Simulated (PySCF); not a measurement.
Geometry:
| atom | x (Å) | y (Å) | z (Å) |
| --- | --- | --- | --- |
| C1 | -2.759 | -0.280 | -0.368 |
| C2 | -1.626 | 0.366 | -1.156 |
| N3 | -0.301 | 0.096 | -0.654 |
| C4 | 0.145 | 0.663 | 0.612 |
| C5 | 1.397 | -0.172 | 0.913 |
| C6 | 2.690 | 0.467 | 0.403 |
| C7 | 1.046 | -1.405 | 0.110 |
| N8 | 0.124 | -1.191 | -0.754 |
| H9 | -2.794 | 0.077 | 0.674 |
| H10 | -3.732 | -0.053 | -0.829 |
| H11 | -2.632 | -1.373 | -0.350 |
| H12 | -1.652 | 0.019 | -2.200 |
| H13 | -1.747 | 1.461 | -1.185 |
| H14 | -0.618 | 0.520 | 1.404 |
| H15 | 0.349 | 1.741 | 0.519 |
| H16 | 1.491 | -0.385 | 1.989 |
| H17 | 2.599 | 0.712 | -0.666 |
| H18 | 2.917 | 1.394 | 0.952 |
| H19 | 3.545 | -0.216 | 0.523 |
| H20 | 1.573 | -2.361 | 0.137 |

Geometry: PBE0-D3(BJ)/def2-SVP; GIAO shifts from PySCF, gas phase, non-relativistic, averaged over equivalent atoms.

At HF/pcSseg-1 (196 basis functions, 13 s wall time on 1 thread of an Arm Neoverse V2, shared host):
```tsv
atoms	δ (ppm)
C7	153.1
C4	49.9
C2	41.8
C5	35.9
C6	17.9
C1	9.5
N8	419.6
N3	115.9
H20	6.77
H12	3.41
H14	2.66
H13	2.53
H15	2.47
H16	2.06
H17/H18/H19	1.02
H9/H10/H11	0.91
```

δ = σ(ref) − σ, references computed at the same level: TMS for ¹³C (σ = 190.85 ppm), ¹H (σ = 31.69 ppm); ¹⁵N (σ = 265.72 ppm) against NH3.

Q: Estimate the result of repeating the calculation with PBE0/pcSseg-1.

A: 
```csv
atoms,δ at PBE0/pcSseg-1,change
C7,143.9,-9.2
C4,55.6,+5.7
C2,46.7,+4.9
C5,42.8,+6.9
C6,18.2,+0.3
C1,8.8,-0.7
N8,396.8,-22.8
N3,147.8,+31.9
H20,6.33,-0.44
H12,3.66,+0.25
H14,3.11,+0.45
H13,2.80,+0.27
H15,2.59,+0.12
H16,2.52,+0.46
H17/H18/H19,0.96,-0.06
H9/H10/H11,0.90,-0.01
```

Chemical shifts δ = σref − σ; TMS for ¹³C (σref 184.41) and ¹H (σref 31.27); ¹⁵N (σref 265.67) vs NH3, all at this level.

The largest change is at N3 (nitrogen bonded to O or N). Cost: 196 basis functions, 31 s wall time on 1 thread of an Arm Neoverse V2, shared host. The order of the carbon signals is the same at both levels.

Experimental scales use liquid or dissolved standards, which lie at an offset from isolated NH3 (liquid NH3: subtract about 20 ppm). Unscaled 15N shifts of sp2 nitrogen come out 20 to 40 ppm too high even then.
